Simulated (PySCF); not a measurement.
H6SeSi2. Atoms are numbered in the order given.

```xyz
9

Se     0.0000     0.0000     0.7985
Si    -1.6892     0.0000    -0.7422
H     -2.9599     0.0000     0.0366
H     -1.6196    -1.2136    -1.6097
H     -1.6196     1.2136    -1.6097
Si     1.6892     0.0000    -0.7422
H      1.6196     1.2136    -1.6097
H      1.6196    -1.2136    -1.6097
H      2.9599     0.0000     0.0366
```

The structure is a stationary point at PBE0-D3(BJ)/def2-SVP.

The numbers are results of PySCF with TDDFT-PBE/def2-SVPD, not measurements.

Vertical excitations.  State labels are in the subgroup C2v.

```
state  symmetry  energy (eV)  λ (nm)      f                            main pairs
-----  --------  -----------  ------  -----  ------------------------------------
S1           B2         4.81     258  0.018                        HOMO→LUMO 99 %
S2           A2         5.06     245  0.000                     HOMO→LUMO+1 100 %
S3           B2         5.30     234  0.000                     HOMO→LUMO+2 100 %
S4           B2         5.77     215  0.000                      HOMO→LUMO+3 99 %
S5           B1         6.06     205  0.030                      HOMO→LUMO+4 91 %
S6           A2         6.41     193  0.000                     HOMO→LUMO+5 100 %
S7           A1         6.51     190  0.034    HOMO−1→LUMO 56 %, HOMO→LUMO+6 43 %
S8           A1         6.67     186  0.030    HOMO→LUMO+6 54 %, HOMO−1→LUMO 38 %
S9           B2         6.80     182  0.029                      HOMO→LUMO+7 99 %
S10          B1         6.85     181  0.000  HOMO−2→LUMO 68 %, HOMO−1→LUMO+1 30 %
T1           B2         4.50     275      0                       HOMO→LUMO 100 %
T2           A2         4.75     261      0                     HOMO→LUMO+1 100 %
T3           B2         5.19     239      0                      HOMO→LUMO+2 99 %
T4           B2         5.58     222      0                      HOMO→LUMO+3 99 %
```
Triplets are in the Tamm–Dancoff approximation, which puts them higher than full response would, so one can lie above its singlet here.
